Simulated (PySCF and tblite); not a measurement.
Values are calculated unless marked as measured or tabulated.
Bond rotations in several molecules: saddles from GFN2-xTB searches, energies PBE0/pcSseg-1 + D3(BJ) // PBE0-D3(BJ)/def2-SVP, GFN2-xTB thermal terms, Eyring rates at 298.15 K with equivalent paths and no tunnelling (PySCF, tblite). ΔE(end) is the energy of the other minimum.

Q: Order these motions by free-energy barrier at 298.15 K, lowest first.
A. [CH3:1][NH:2]/[CH:3]=[CH:4]/[CH:5]=[O:6]: rotation about the C4–C5 bond (torsion C3–C4–C5–O6 from 0° to 180°, rising)
B. [CH3:1][NH:2][B:3]([Cl:4])[Cl:5]: rotation about the B3–N2 bond (torsion Cl4–B3–N2–C1 from -180° to 0°, rising)
C. [O:1]=[CH:2]/[CH:3]=[CH:4]/[O:5][SiH3:6]: rotation about the C4–O5 bond (torsion C3–C4–O5–Si6 from 0° to 174°, rising)
D. [CH3:1][S:2]/[CH:3]=[CH:4]\[BH:5][F:6]: rotation about the B5–C4 bond (torsion F6–B5–C4–C3 from 180° to 360°, rising)

A: C (3.7 kcal/mol), D (7.4 kcal/mol), A (15.2 kcal/mol), B (23.6 kcal/mol).

Q: Give the values.

A: 
```
                                molecule                                                                         motion  ΔE‡ (kcal/mol)   ΔG‡  ΔE(end)   k (s⁻¹)
[O:1]=[CH:2]/[CH:3]=[CH:4]/[O:5][SiH3:6]   rotation about the C4–O5 bond (torsion C3–C4–O5–Si6 from 0° to 174°, rising)             3.7   3.7      1.7  2.4×10¹⁰
  [CH3:1][S:2]/[CH:3]=[CH:4]\[BH:5][F:6]  rotation about the B5–C4 bond (torsion F6–B5–C4–C3 from 180° to 360°, rising)             7.7   7.4      0.1   4.3×10⁷
[CH3:1][NH:2]/[CH:3]=[CH:4]/[CH:5]=[O:6]    rotation about the C4–C5 bond (torsion C3–C4–C5–O6 from 0° to 180°, rising)            15.6  15.2      0.1        87
        [CH3:1][NH:2][B:3]([Cl:4])[Cl:5]  rotation about the B3–N2 bond (torsion Cl4–B3–N2–C1 from -180° to 0°, rising)            24.5  23.6     same   0.00013
```

Such barriers can be off by 1 to 3 kcal/mol. Paths on which GFN2-xTB and DFT differ by 4 kcal/mol or more were left out.

For scale, the study of O=C/C=C/O[SiH3] took 5.3 min on 1 thread of Arm Neoverse V1 (shared host) (rough), peak memory 0.7 GiB, launched as `OMP_NUM_THREADS=1 python ens_run.py task.json out`.
